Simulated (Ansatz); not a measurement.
Harmonic frequencies (cm⁻¹) at PBE0-D4/def2-TZVP from Ansatz: 118, 151, 154, 159, 201, 416, 449, 589, 596.

Q: Which molecule is it?
A. `[F][Mo]([F])(=[S])=[S]`
B. `[CH3][Mo]([OH])(=[S])=[S]`
C. `[NH2][Mo](=[O])([OH])=[S]`
D. `[S]=[Mo](=[S])([Cl])[Cl]`

A: D.
